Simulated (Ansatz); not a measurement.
Program: Ansatz. Geometries: PBE0-D4/def2-TZVP. ΔE: electronic, gas phase. CCSD(T)/CBS is the MP2 limit (def2-TZVPP, def2-QZVPP) plus CCSD(T) − MP2 in def2-TZVPP, frozen cores. def2 core potentials past Kr. For Br, In, Sn outer-core shells are correlated without core-valence functions, which leaves a few kJ/mol of doubt a bond. Scalar relativity is left out up to krypton. One conformer a species, not always the lowest.

Consider the redistribution: `[OH][In]([OH])[Br]` + `[OH][SnH]([OH])[Cl]` → `[OH][In]([Cl])[Br]` + `[OH][SnH]([OH])[OH]`.

```csv
level,ΔE (kcal/mol)
MP2/def2-TZVPP,-4.7
SCS-MP2/def2-QZVPP,-4.5
HF/CBS(def2),-6.6
CCSD/CBS(def2),-4.8
```

What does CCSD(T)/CBS give? (An estimate is asked.)

Ansatz gave: -4.5 kcal/mol. The listed levels differ from it by -0.2, 0.0, -2.1, -0.3 kcal/mol.

Largest T1 diagnostic among the species: 0.014.

In def2-TZVPP, CCSD(T) changes the Hartree–Fock value by +1.8 kcal/mol (the triples alone add +0.3 kcal/mol) and MP2 by +2.0 kcal/mol. From PBE to PBE0 (25 % exact exchange), in def2-TZVPP and without D4, ΔE moves by −1.0 kcal/mol.
